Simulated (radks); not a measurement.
The numbers below are computed, except where a source is named.
Problem. All-electron atom: I33+ in [Ar] 3d2. Level of theory: scalar-relativistic Kohn-Sham, PBE, spin-polarised, spherical densities, finite nucleus; open shells are filled with parallel spins first (spin-orbit coupling, left out, can overturn this in heavy ions); Fermi nuclear charge, rms radius 4.75 fm (a radial shooting solver on a logarithmic mesh with Libxc functionals). Some entries of the table are withheld. Estimate them.

| orbital | occ. | eigenvalue (Ry) | r(max) (bohr) | <r^2> (bohr^2) |
|---|---|---|---|---|
| 1s up | 1 | -2545.971 | 0.01754 | 0.001005 |
| 1s down | 1 | -2545.967 | 0.01754 | 0.001005 |
| 2s up | 1 | -493.9694 | 0.09882 | 0.01593 |
| 2s down | 1 | -493.4152 | 0.09877 | 0.01590 |
| 2p up | 3 | -456.3374 | 0.07924 | 0.01258 |
| 2p down | 3 | -455.9206 | 0.07918 | 0.01255 |
| 3s up | 1 | -177.4430 | 0.2726 | 0.09651 |
| 3s down | 1 | -176.8377 | 0.2728 | 0.09681 |
| 3p up | 3 | (1) | 0.2637 | 0.09325 |
| 3p down | 3 | (2) | 0.2640 | 0.09360 |
| 3d up | 2 | -150.0718 | 0.2121 | (3) |
| 3d down | 0 | -149.2698 | 0.2126 | (4) |

Solution. 
(1) 3p up eigenvalue (Ry): -165.4674
(2) 3p down eigenvalue (Ry): -164.8338
(3) 3d up <r^2> (bohr^2): 0.07436
(4) 3d down <r^2> (bohr^2): 0.07477
